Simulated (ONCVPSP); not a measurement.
Pseudopotential generation for manganese: ONCV, PBEsol, fully relativistic.

ONCVPSP 4.0.1 input, shortened (lines: element, Z, core and valence counts, functional; n l f; lmax; l rc ep ncon nbas qcut; lloc lpopt rc5 dvloc0; l nproj debl; icmod fcfact rcfact), PBEsol, fully relativistic:

```
  Mn 25.00    3    5  -116133      upf
    1    0    2.00
    2    0    2.00
    2    1    6.00
    3    0    2.00
    3    1    6.00
    3    2    5.00
    4    0    1.00
    4    1    1.00
    2
    0    1.35    0.00    4    8   11.60
    1    1.75    0.00    4    8    9.50
    2    1.10    0.00    3    7   12.80
    2    5    1.10    0.00
    0    2    3.30
    1    2    1.40
    2    0    3.70
    1    0.70    0.00
```

Open shells are filled in proportion to 2j + 1.

All-electron outer shells of the reference configuration (PBEsol, scalar-relativistic, ld1.x):

```tsv
shell	level (eV)	outermost node (bohr)	outermost maximum (bohr)
2s	-744.65	0.08	0.23
2p	-631.30	–	0.19
3s	-87.27	0.34	0.74
3p	-56.11	0.31	0.75
3d	-8.35	–	0.76
4s	-6.10	1.05	2.47
4p	-2.12	1.16	3.30
```

(1) Estimate the cutoffs (Ha) at which the residual kinetic energy of the hardest occupied pseudo-wave falls to 1 and 0.1 mHa per electron.

(2) Does the potential have ghost states?

(3) Which valence shell sets the plane-wave cutoff?

(4) Tests: 3s2 3p6 3d5 4s2 4p0; 3s2 3p6 3d5 4s1 4p0; 3s2 3p6 3d5 4s0 4p0; 3s1 3p6 3d5 4s2 4p0. Which has the largest error in its energy relative to the reference configuration, and how large is it?

Results:

(1) 65 Ha and 73 Ha.

(2) Ghosts flagged at negative energy: s at -1247.0 eV; no localised positive-energy state flagged. A true bound ghost makes a file unfit for plane-wave use.

(3) 3d: 65 Ha for 1 mHa per electron, against 38 Ha for 3s.

(4) 3s1 3p6 3d5 4s2 4p0, with -83 meV (all-electron minus pseudo) on +89.39 eV.
